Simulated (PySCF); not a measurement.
# Computed records: BClH$_{4}$NSi

Computed with PySCF 2.14.0. Calculation on a computer-drawn molecule: optimised geometry and harmonic frequencies of an isolated molecule of the commonest isotopes, restricted reference for singlets and unrestricted otherwise, frozen core in MP2.

```yaml
- formula: BClH4NSi
  start_structure:
    atoms_angstrom:
      - [B, -1.1244, -2.5186, -0.535]
      - [Si, 0.1958, -1.1739, -0.3262]
      - ["N", 1.2166, -0.425, -1.5027]
      - [Cl, 0.6616, -0.2422, 1.4125]
      - [H, -1.7902, -2.9056, 0.3449]
      - [H, -1.281, -2.9967, -1.6493]
      - [H, 1.88, 0.2832, -1.1861]
      - [H, 1.267, -0.6603, -2.4478]
  given:
    charge: 0
    multiplicity: 2
    method: HF
    basis: "cc-pV(D+d)Z"
    drawn_bonds_atom: [1, 2, 2, 1, 1, 3, 3]
    drawn_bonds_other_atom: [2, 3, 4, 5, 6, 7, 8]
    drawn_bonds_order: [1, 1, 1, 1, 1, 1, 1]
  results:
    spin_squared: null
    "total_energy [hartree]": null
    "rotational_constants [GHz]": null
```

Question: Estimate the spin squared of BClH$_{4}$NSi.
Answer: 0.7587

Question: BClH$_{4}$NSi: total energy?
Answer: -829.9343 hartree

Question: What rotational constants does the calculation give for BClH$_{4}$NSi?
Answer: 6.314, 3.46, 2.235 GHz

Further results for BClH$_{4}$NSi:

```
convergence status largest gradient component : 2.074e-05 hartree/bohr
```

Optimised structure:
```xyz
8
BClH4NSi
B     -1.1056    -2.5092    -0.5777
Si     0.1960    -1.1523    -0.3243
N      1.2148    -0.4470    -1.4588
Cl     0.6274    -0.2462     1.4686
H     -1.7426    -2.8880     0.3615
H     -1.2515    -2.9503    -1.6841
H      1.8826     0.2686    -1.2508
H      1.2043    -0.7147    -2.4240
```

Modes:
```csv
frequency (cm⁻¹),reduced mass (dalton)
178.6,7.256
182.5,2.735
257.5,3.614
289.1,1.112
343.4,1.129
411.2,1.047
517,8.764
664.7,1.354
742.3,1.229
753.4,3.316
885.3,1.641
991.1,5.078
1208,1.194
1672,1.127
2671,1.05
2773,1.129
3791,1.05
3899,1.099
```
